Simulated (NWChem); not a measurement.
System meant: CH6AlOSi cation; SMILES [CH3][Al+][O][SiH3]

Here is an NWChem input.

```
start job
memory heap 200 mb stack 900 mb global 1100 mb
charge 1
geometry units angstroms noautoz
  Al    -0.670364     0.419248     0.855624
  C     -1.759909     1.114010     2.254181
  H     -1.947544     0.328111     3.003114
  H     -2.720878     1.458692     1.839908
  H     -1.247358     1.961317     2.737095
  O      0.263028    -0.173579    -0.340264
  Si     1.251332    -0.791866    -1.602734
  H      0.383207    -1.687273    -2.406047
  H      2.361292    -1.518898    -0.939329
  H      1.721313     0.386493    -2.371645
end
basis spherical
  * library def2-svp
end
dft
  xc b3lyp
  iterations 4
  mulliken
end
task dft energy
```

End of the output:

```
    Atom       Charge   Shell Charges
 -----------   ------   -------------------------------------------------------
    1 Al  13    12.06   2.00  1.94  0.59  0.20  5.81  0.81  0.40  0.32
    2 C    6     6.24   1.96  0.59  0.34  1.86  1.45  0.04
    3 H    1     0.91   0.60  0.24  0.07
    4 H    1     0.91   0.60  0.24  0.07
    5 H    1     0.91   0.60  0.24  0.07
    6 O    8     8.31   1.97  0.89  0.59  2.75  2.09  0.00
    7 Si  14    13.42   2.00  1.93  0.67  0.34  5.81  1.25  1.05  0.37
    8 H    1     1.08   0.65  0.41  0.03
    9 H    1     1.08   0.65  0.41  0.03
   10 H    1     1.08   0.65  0.41  0.03

 center of mass
 --------------
 x =  -0.00039982 y =   0.02389413 z =  -0.00028849

 moments of inertia (a.u.)
 ------------------
        1239.431032420204           0.000000000000          -0.000000000000
           0.000000000000          33.548109202797           0.000000000000
          -0.000000000000           0.000000000000        1239.432432901124

     Multipole analysis of the density
     ---------------------------------

     L   x y z        total         alpha         beta         nuclear
     -   - - -        -----         -----         ----         -------
     0   0 0 0      1.000000    -23.000000    -23.000000     47.000000

     1   1 0 0     -0.000464     -0.000232     -0.000232      0.000000
     1   0 1 0     -1.966205     -0.983102     -0.983102      0.000000
     1   0 0 1      0.000079      0.000039      0.000039      0.000000

     2   2 0 0    -24.628612    -20.636267    -20.636267     16.643922
     2   1 1 0      0.005910      0.021511      0.021511     -0.037113
     2   1 0 1     -0.000747     -0.000143     -0.000143     -0.000460
     2   0 2 0     -9.687323   -358.677660   -358.677660    707.667997
     2   0 1 1      0.004222      0.013253      0.013253     -0.022283
     2   0 0 2    -24.629533    -20.636145    -20.636145     16.642756

 ------------------------------------------------------------------------
 dft energy failed                                                                                  0
 ------------------------------------------------------------------------
 ------------------------------------------------------------------------
  current input line :
    24: task dft energy
 ------------------------------------------------------------------------
 ------------------------------------------------------------------------
 This type of error is most commonly associated with calculations not reaching convergence criteria
 ------------------------------------------------------------------------
 For more information see the NWChem manual at https://nwchemgit.github.io

0:dft energy failed:Received an Error in Communication
```

Q: What is wrong, and how is it mended?

A: Convergence was not reached. Cause: the SCF was allowed too few iterations. This input runs:
```
start job
memory heap 200 mb stack 900 mb global 1100 mb
charge 1
geometry units angstroms noautoz
  Al    -0.670364     0.419248     0.855624
  C     -1.759909     1.114010     2.254181
  H     -1.947544     0.328111     3.003114
  H     -2.720878     1.458692     1.839908
  H     -1.247358     1.961317     2.737095
  O      0.263028    -0.173579    -0.340264
  Si     1.251332    -0.791866    -1.602734
  H      0.383207    -1.687273    -2.406047
  H      2.361292    -1.518898    -0.939329
  H      1.721313     0.386493    -2.371645
end
basis spherical
  Al library def2-svp
  C library def2-svp
  H library def2-svp
  O library def2-svp
  Si library def2-svp
end
dft
  xc b3lyp
  iterations 150
  mulliken
end
task dft energy
```
It converges to -648.46407 Ha (B3LYP/def2-SVP).
